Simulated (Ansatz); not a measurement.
Frontier orbitals of C$_{2}$H$_{6}$F$_{3}$NSi (`CN(C)[Si](F)(F)F`).

Z-matrix (Å, degrees):
```
C
N 1 1.447
H 1 1.097 2 111.6
H 1 1.091 2 110.8 3 120.7
H 1 1.096 2 110.3 3 -120.1
C 2 1.447 1 114.2 3 61.4
Si 2 1.673 1 122.4 3 -107.5
H 6 1.097 2 111.6 1 -61.4
H 6 1.091 2 110.8 1 177.9
H 6 1.096 2 110.3 1 58.6
F 7 1.577 2 110.1 1 -156.7
F 7 1.581 2 115.8 1 84.0
F 7 1.577 2 110.1 1 -35.4
```

Total charge 0; spin multiplicity 1. Geometry: relaxed with PBE0-D4/def2-TZVP. It is one conformer, not always the lowest. Basis def2-TZVPP, the Gaussian-basis code of Ansatz.

```tsv
functional	HOMO (eV)	LUMO (eV)	gap (eV)
LDA (SPW92)	-6.01	-0.28	5.73
PBE	-5.87	0.01	5.88
PBE0	-7.28	0.89	8.17
r2SCANh	-6.66	0.90	7.56
BHLYP	-8.62	1.54	10.16
ωB97M-V	-9.61	2.41	12.02
```

A quarter of exact exchange (PBE0) shifts PBE's HOMO by −1.41 eV and its LUMO by +0.88 eV; full exchange at long range (ωB97M-V) shifts them by −3.74 and +2.40 eV. The gap opens from 5.88 to 12.01 eV, since occupied levels lose self-interaction and empty ones feel all the electrons. A positive LUMO is unbound and depends on the basis.
